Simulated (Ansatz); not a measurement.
One change: `[F][Al]([SH])[SH]` becomes `FB(S)S`.

Ansatz, PBE0-D4/def2-TZVP geometries, multiplicity 1. Each molecule was computed in one conformer, which needn't be the lowest.

```
                                          property  `[F][Al]([SH])[SH]`
             HOMO energy (ωB97M-V/def2-TZVPP) / eV               -10.04
               HOMO–LUMO gap (PBE/def2-TZVPP) / eV                 5.03
size of the dipole moment (ωB97M-V/def2-TZVPP) / D                 0.39
                LUMO energy (PBE0/def2-TZVPP) / eV                -0.82
               HOMO energy (B3LYP/def2-TZVPP) / eV                -7.62
           HOMO–LUMO gap (ωB97M-V/def2-TZVPP) / eV                10.89
```

(1) What does the change do to each property? (An estimate is asked.)

Answers

(1) Computed: 
```json
{"property": "HOMO energy (ωB97M-V/def2-TZVPP) / eV", "`FB(S)S`": "-9.81", "shift": "0.23"}
{"property": "HOMO–LUMO gap (PBE/def2-TZVPP) / eV", "`FB(S)S`": "5.21", "shift": "0.18"}
{"property": "size of the dipole moment (ωB97M-V/def2-TZVPP) / D", "`FB(S)S`": "0.70", "shift": "0.31"}
{"property": "LUMO energy (PBE0/def2-TZVPP) / eV", "`FB(S)S`": "-0.34", "shift": "0.48"}
{"property": "HOMO energy (B3LYP/def2-TZVPP) / eV", "`FB(S)S`": "-7.43", "shift": "0.19"}
{"property": "HOMO–LUMO gap (ωB97M-V/def2-TZVPP) / eV", "`FB(S)S`": "11.56", "shift": "0.67"}
```

With PBE0 the HOMO rises by 0.20 eV and the LUMO rises by 0.48 eV, so the gap widens by about 0.28 eV. PBE moves the HOMO by 0.18 eV and ωB97M-V by 0.23 eV. Dipoles are sizes alone; their direction can turn.

B3LYP here is the variant with VWN-RPA as its local correlation; programs differ in this.
